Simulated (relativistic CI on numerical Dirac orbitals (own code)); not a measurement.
Method of calculation: Dirac-Coulomb-Breit CI, separate exchange-only KLI orbitals for each configuration, QED by a radiative potential, valence Slater integrals scaled by 0.85, P86 correlation energy added to each configuration (own radial code, finite nucleus).

Configurations in the expansion (outside the closed core [Kr] 4d10): 5s2.5p3, 5s2.5p2.6s, 5s2.5p2.5d, 5s.5p4, 5s2.5p2.7s, 5s2.5p2.6p, 5s2.5p2.7p, 5s2.5p2.6d, 5s2.5p.5d2, 5s2.5p2.4f, 5s2.5p2.8s, 5s2.5p2.8p, 5s2.5p2.7d, 5s2.5p2.5f, 5s2.5p2.5g, 5s2.5p2.8d, 5p5. Levels of other configurations are missing.

Correlation outside the listed configurations is missing or only estimated: errors of thousands of cm⁻¹ between configurations and terms are usual at this charge. Rates and lifetimes follow the computed energies and can be off by large factors. The fine structure of a lone outer electron comes out too small, for d and f at times inverted, and misplaced configurations move strength between like terms. 13 of the 20 excited levels that our extract of the measured tables holds in this range could be paired (the sources list more); they are missed by 1742 cm⁻¹ on average and 2857 at most, and levels without a partner can miss by more.

Outline of the computed level scheme of Sb I. Lowest level of each configuration: 5s2.5p3 4S°_3/2 at 0.0000 eV; 5s2.5p2.6s 4P_1/2 at 5.5983 eV; 5s2.5p2.6p 4D°_1/2 at 6.5898 eV; 5s2.5p2.5d 4P_5/2 at 6.7224 eV; 5s2.5p2.7s 4P_1/2 at 7.4270 eV; 5s2.5p2.7p 4D°_1/2 at 7.7669 eV.

Some strong electric-dipole decays among the lowest 45 levels: 5s2.5p2.6s 2P_1/2 → 5s2.5p3 2D°_3/2 (3.0e+08 s⁻¹); 5s2.5p2.6s 2P_3/2 → 5s2.5p3 2D°_5/2 (2.4e+08 s⁻¹); 5s2.5p2.6s 2D_5/2 → 5s2.5p3 2D°_5/2 (2.2e+08 s⁻¹); 5s2.5p2.6s 4P_5/2 → 5s2.5p3 4S°_3/2 (2.2e+08 s⁻¹); 5s2.5p2.6s 4P_3/2 → 5s2.5p3 4S°_3/2 (1.9e+08 s⁻¹); 5s2.5p2.6s 4P_1/2 → 5s2.5p3 4S°_3/2 (1.9e+08 s⁻¹); 5s2.5p2.6s 2D_3/2 → 5s2.5p3 2P°_3/2 (1.3e+08 s⁻¹); 5s2.5p2.5d 2P_3/2 → 5s2.5p3 2D°_3/2 (1.3e+08 s⁻¹).

Rates of lines that live on the mixing of spin multiplicities can be off by large factors.

LS names give the leading component of a level, which can be under half, so a name can repeat, a term be missing and a line seem to break the LS rules.
